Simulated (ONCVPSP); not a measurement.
Transferability test, ONCV potential for As (Z = 33)

* Element: arsenic (As)
* Generator: ONCVPSP 4.0.1
* Type: optimised norm-conserving Vanderbilt (ONCV)
* Functional: PBEsol
* Relativity: scalar-relativistic
* Frozen core: [Ar]
* Valence charge: 15
* Reference configuration: 3d10 4s1.75 4p3.25
* Partial waves: 4s: rc 1.65 bohr, ncon 4, nbas 7, qcut 4.7 1/bohr, 2 projectors, debl 0.5 Ha; 4p: rc 2.20 bohr, ncon 5, nbas 8, qcut 3.2 1/bohr, 3 projectors, debl 1.1 Ha; 3d: rc 1.20 bohr, ncon 3, nbas 7, qcut 15.5 1/bohr, 3 projectors, debl 3.5 Ha
* Local potential: polynomial inside 1.05 bohr (lpopt 4, dvloc0 0 Ha)
* Core correction: polynomial model core, fcfact 0.75

In the s channel the program set the typed energies aside and used -0.541, 0.250 Ha.

Energies are relative to the spin-unpolarised reference configuration 3d10 4s1.75 4p3.25; without spin polarisation the order of configurations can differ from experiment.

Task: Give the all-electron excitation energy and the error of the potential for: 3d10 4s2 4p3; 3d10 4s2 4p2; 3d10 4s2 4p1; 3d10 4s2 4p2.5.

Result:

```json
{"valence configuration": "3d10 4s2 4p3", "charge": "0", "ΔE all-electron (eV)": "-2.334", "error AE − PS (meV)": "+0.3"}
{"valence configuration": "3d10 4s2 4p2", "charge": "+1", "ΔE all-electron (eV)": "6.824", "error AE − PS (meV)": "-1.5"}
{"valence configuration": "3d10 4s2 4p1", "charge": "+2", "ΔE all-electron (eV)": "24.766", "error AE − PS (meV)": "-8.2"}
{"valence configuration": "3d10 4s2 4p2.5", "charge": "+0.5", "ΔE all-electron (eV)": "1.224", "error AE − PS (meV)": "-0.3"}
```

Levels in the configuration 3d10 4s2 4p2.5:

```
level  all-electron (eV)  pseudo (eV)
   3d            -45.270      -45.269
   4s            -18.758      -18.760
   4p             -9.101       -9.102
```

Note: no bound ghost flagged; GHOST(+) flagged for s at 65.8 eV, p at 204.0 eV.
